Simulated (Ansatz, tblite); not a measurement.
Cost and result up the ladder for the cluster Ta₅Si₃⁺ (8 atoms). Charge 1, multiplicity 1. Geometry: PBE-D4/def2-SVP.

| atom | x (Å) | y (Å) | z (Å) |
| --- | --- | --- | --- |
| Ta1 | 1.136 | 0.589 | 1.295 |
| Ta2 | 1.649 | 1.024 | -1.206 |
| Ta3 | -0.936 | 0.068 | -1.085 |
| Ta4 | -1.398 | 1.091 | 1.445 |
| Ta5 | -0.242 | 2.479 | -0.336 |
| Si6 | -0.756 | -2.585 | -0.813 |
| Si7 | 1.240 | -1.355 | -0.484 |
| Si8 | -0.693 | -1.310 | 1.184 |

Ansatz on 4 threads of Arm Neoverse V2 on a shared host; xTB runs through tblite on one thread. Times are rough, summed over both states, and most runs start from the orbitals of an earlier one. No level here is sound enough to serve as a yardstick. The other state is a quintet at its own geometry, which has other bonds, so the gap mixes isomer and spin.

In the def2 sets Ta takes a core potential; there is no spin–orbit coupling. The xTB rows come from tblite. HSE06 is defined as in plane-wave codes, on full-range PBE exchange. The structure comes from a short search, and lower isomers may exist.

Run but left out: HF/def2-TZVP, MP2/def2-TZVP (singlet: restricted singlet, unstable towards broken spin symmetry).

xTB has no spin-polarisation term.

```
                          level  functions  wall time
                       GFN1-xTB         72    0.027 s
          LDA (SPW92)/def2-TZVP        311       20 s
               PBE-D4/def2-TZVP        311       38 s
             HSE06-D4/def2-TZVP        311       85 s
PBE0-D4/def2-TZVP (with forces)        311    1.9 min
```

**Question.** Estimate what each level gives for the quintet − singlet (eV).

**Answer.** 
```
                          level  quintet − singlet (eV)                                  remarks
                       GFN1-xTB                    0.81                                        –
          LDA (SPW92)/def2-TZVP                    0.99  restricted SCF unstable in HF (singlet)
               PBE-D4/def2-TZVP                    0.78           restricted, untested (singlet)
             HSE06-D4/def2-TZVP                    0.62  restricted SCF unstable in HF (singlet)
PBE0-D4/def2-TZVP (with forces)                    0.61  restricted SCF unstable in HF (singlet)
```
